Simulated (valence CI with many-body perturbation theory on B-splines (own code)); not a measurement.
Hyperfine factors and g values of Pd³⁰⁺

Calculated by relativistic CI+MBPT: six valence electrons over a frozen Dirac-Fock core [Ne], a basis of 9 s, 9 p, 8 d, 6 f, 3 g, 1 h functions for each j, with the one-electron correlation potential Σ1 (screened to all orders), the two-electron term Σ2, the three-electron term Σ3, Breit, model QED; selected single and double excitations, second order for the rest, scaled by the run's own slope (own B-spline code, finite nucleus).

No measured spectrum was set against this ion. As an estimate, large intervals hold to a few tenths of a per cent, small ones and those within an open d or f shell to about a per cent. Among the levels kept, up to 1500 cm⁻¹ of a level comes from second order outside the variational space, and about a tenth of that is noise between levels of different J, which matters for small intervals.

A/g_I is the dipole constant over the nuclear g factor μ/I (μ in nuclear magnetons, uniformly magnetised nucleus), B/Q the quadrupole constant per barn. Both hold the static response of the core; the bare values leave it out. Large factors of s and p1/2 electrons are usually good to 5 to 10 %; those of open d and f shells near neutrality can be off by tens of per cent, and small factors of p3/2, d and f electrons come from cancelling terms and can be off by a factor of two or in sign, in half-filled shells by more. B is blank for J = 1/2, where it vanishes, and for nearly pure S terms. Energies count from the lowest level. Levels with J = 0 are left out.

Levels are named by their leading jj configuration (3d3/2^4 stands for four electrons in 3d with j = 3/2), which in mixed levels can hold well under half, so a name can repeat and another be missing. Letters in brackets count levels of one name in rising energy.

```
                             Level  E (eV)      g  A/g_I (MHz)  A/g_I bare  B/Q (MHz/b)  B/Q bare
        (3s^2 3p1/2^2 3p3/2^2) J=2    0.00  1.374        37300       37300        20200     19700
          (3s^2 3p1/2 3p3/2^3) J=1   34.40  1.497        -8450       -7030       -35400    -34600
          (3s^2 3p1/2 3p3/2^3) J=2   40.23  1.118        86400       84600       -91300    -89300
          (3s 3p1/2^2 3p3/2^3) J=2  117.08  1.477       148000      145000       -51800    -50700
    (3s^2 3p1/2^2 3p3/2 3d3/2) J=1  122.28  1.267       -10000       -8120        -8610     -8630
    (3s^2 3p1/2^2 3p3/2 3d3/2) J=2  125.38  1.047        33900       33800       -13800    -13200
    (3s^2 3p1/2^2 3p3/2 3d3/2) J=3  127.38  1.240        22800       23500        36600     36200
    (3s^2 3p1/2^2 3p3/2 3d5/2) J=4  134.20  1.333        15300       16000        44200     44200
          (3s 3p1/2^2 3p3/2^3) J=1  136.88  1.386       -25000      -22400       -13300    -13200
    (3s^2 3p1/2^2 3p3/2 3d5/2) J=2  140.59  1.330        30600       31000       -31800    -31100
    (3s^2 3p1/2^2 3p3/2 3d5/2) J=3  146.54  1.084        18800       19100        40500     40500
    (3s^2 3p1/2^2 3p3/2 3d5/2) J=1  152.32  0.792        18900       18900         3100      3340
(3s^2 3p1/2 3p3/2^2 3d3/2) J=1 [a]  154.76  1.055       162000      158000       -18600    -18400
(3s^2 3p1/2 3p3/2^2 3d3/2) J=2 [a]  155.73  0.982        57800       57000       -57100    -55900
(3s^2 3p1/2 3p3/2^2 3d3/2) J=3 [a]  158.91  1.132        50600       50200       -30100    -29400
(3s^2 3p1/2 3p3/2^2 3d5/2) J=3 [a]  163.05  1.287         -452         650        22500     22400
(3s^2 3p1/2 3p3/2^2 3d5/2) J=1 [a]  163.49  0.809       128000      125000        -8870     -8610
    (3s^2 3p1/2 3p3/2^2 3d3/2) J=4  164.07  1.163        37200       37100        14400     14800
(3s^2 3p1/2 3p3/2^2 3d5/2) J=4 [a]  166.17  1.185        22400       22700        47700     47400
(3s^2 3p1/2 3p3/2^2 3d5/2) J=4 [b]  170.75  1.145        43800       43300        -8320     -7360
(3s^2 3p1/2 3p3/2^2 3d3/2) J=2 [b]  170.93  0.918        62900       62100        35900     35600
    (3s^2 3p1/2 3p3/2^2 3d5/2) J=5  172.88  1.196        41800       41500        15500     16200
(3s^2 3p1/2 3p3/2^2 3d5/2) J=1 [b]  178.69  1.396        29300       29900        10800     10500
(3s^2 3p1/2 3p3/2^2 3d5/2) J=2 [a]  181.79  1.254        15800       16500        41000     40200
(3s^2 3p1/2 3p3/2^2 3d5/2) J=2 [b]  182.59  1.218        15400       16000        27900     27700
(3s^2 3p1/2 3p3/2^2 3d3/2) J=3 [b]  183.11  1.189        19000       19500        -6510     -5770
(3s^2 3p1/2 3p3/2^2 3d5/2) J=3 [b]  186.00  1.144        44000       43700        53100     52800
(3s^2 3p1/2 3p3/2^2 3d3/2) J=1 [b]  187.86  1.315        38700       38300       -22200    -21700
(3s^2 3p1/2 3p3/2^2 3d5/2) J=2 [c]  187.87  1.089        49300       48700         9500      9380
(3s^2 3p1/2 3p3/2^2 3d5/2) J=3 [c]  191.00  1.062        43200       42700        -3430     -3010
(3s^2 3p1/2 3p3/2^2 3d3/2) J=1 [c]  193.78  1.304        33000       33700         4010      4100
```

Take the isotope of mass number 105, with I = 5/2, μ = -0.642 μN and Q = 0.66 b. What is the hyperfine structure of (3s^2 3p1/2^2 3p3/2^2) J=2?

From the table A = -9590 MHz, B = 13300 MHz. Shifts from the centre of gravity in MHz: F = 1/2: 76400, F = 3/2: 56100, F = 5/2: 25400, F = 7/2: -10400, F = 9/2: -44600.
